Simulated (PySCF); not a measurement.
Radial density of Tm²⁶⁺ (thulium, charge +26)

r2SCAN, [Kr] 4d7, high-spin 4F determinant. Calculation: PySCF 2.14, in an uncontracted even-tempered set (19 s from 1.8 bohr⁻², ratio 2.5; 14 p from 2.3 bohr⁻², ratio 2.5; 9 d from 2.3 bohr⁻², ratio 2.5; 4 f from 12 bohr⁻², ratio 2.7; 4 g from 18 bohr⁻², ratio 2.7); scalar relativity by spin-free X2C-1e.

```tsv
r (bohr)	4πr²ρ (e/bohr)	4πr²(ρα − ρβ)
0.0160	92.57	0.0011
0.0270	82.10	0.0260
0.0454	110.9	0.2604
0.0763	116.2	1.4497
0.128	98.00	2.9952
0.216	91.75	0.1766
0.363	41.22	5.3653
0.611	26.17	5.2261
1.03	0.4964	0.1280
1.73	0.0003098	0.0001
```

Densities and radii are taken from the X2C orbitals without a picture-change correction, which distorts them close to the nucleus.

Spin-orbit coupling is strong in this species (close to jj coupling), so the high-spin LS determinant is a model state, not a physical level.
